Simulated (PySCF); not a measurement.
C₂H₂N, SMILES [CH2-]C#N, charge -1. Atoms are numbered in the order given.

```xyz
5

C     -1.2016     0.0882     0.0000
C      0.1803    -0.0014     0.0000
N      1.3624    -0.0117     0.0000
H     -1.7044    -0.2195    -0.9151
H     -1.7044    -0.2195     0.9151
```
Charge -1, spin multiplicity 1.

Geometry: r2SCAN-D4/def2-TZVPD.

All values below come from PBE0/pcJ-1 run with PySCF.

Isotropic couplings with Fermi-contact, spin-dipole and both spin-orbit terms, one fixed conformer, no vibrational averaging. Isotopes: 13C, 14N, 1H.

Computed spin–spin coupling constants:
```
pair   bonds apart  J (Hz)
-----  -----------  ------
C1–C2            1    80.8
C1–H4            1   143.4
C1–H5            1   143.4
C2–N3            1    11.6
C1–N3            2    -1.6
C2–H4            2    -2.3
C2–H5            2    -2.3
H4–H5            2    -7.8
N3–H4            3     0.9
N3–H5            3     0.9
```
